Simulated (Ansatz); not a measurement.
Relaxation of AlFH$_{5}$NOSi (10 atoms, charge 0, multiplicity 1), to a largest force component of 0.02 eV/Å in at most 40 steps.

Method: RKS PBE0-D4/6-31G (Ansatz).

```xyz
10
Properties=species:S:1:pos:R:3:forces:R:3
Al 0.000 0.000 0.000 -1.22 0.45 2.12
N 0.000 0.000 1.920 0.07 -0.03 -1.39
H -0.877 -0.271 2.450 2.00 0.72 -0.66
H 0.877 0.271 2.450 -1.99 -0.72 -0.65
F 1.464 0.000 -0.845 0.27 0.05 -0.10
O -1.542 0.000 -0.890 2.25 0.44 0.93
Si -2.691 -1.224 -0.827 -0.75 0.06 -0.48
H -2.288 -2.220 0.162 0.21 -0.74 0.67
H -3.983 -0.659 -0.450 -0.75 0.23 0.24
H -2.801 -1.857 -2.138 -0.09 -0.45 -0.68
```

**Question.** Where does it end, and by what steps?

**Answer.** The forces met the threshold. The force dipped under the threshold on the way, but the program's further checks kept it going. Limits of this set-up: no polarisation functions. After 10 steps the energy has fallen by 0.881 eV; H8 moved furthest, 1.12 Å.

```
step  energy less start (eV)  largest force component (eV/Å)  accepted
   0                  0.0000                           2.251       yes
   1                 -0.5026                           1.330       yes
   2                 -0.6242                           1.417       yes
   3                 -0.7440                           0.440       yes
   4                 -0.8155                           0.262       yes
   5                 -0.8450                           0.277       yes
   6                 -0.8703                           0.215       yes
   7                 -0.8770                           0.127       yes
   8                 -0.8806                           0.043       yes
   9                 -0.8806                           0.012       yes
  10                 -0.8809                           0.017       yes
```

```xyz
10
Properties=species:S:1:pos:R:3
Al -0.018 -0.072 0.277
N 0.328 0.187 1.997
H -0.312 -0.052 2.739
H 1.184 0.591 2.346
F 1.175 0.393 -0.849
O -1.463 -0.753 -0.274
Si -2.863 -1.413 -0.949
H -3.224 -2.684 -0.228
H -4.000 -0.435 -0.819
H -2.648 -1.722 -2.406
```

Time of the run: 51 s on 1 thread of Arm Neoverse V1, with other jobs on the host, peak memory 0.19 GiB.
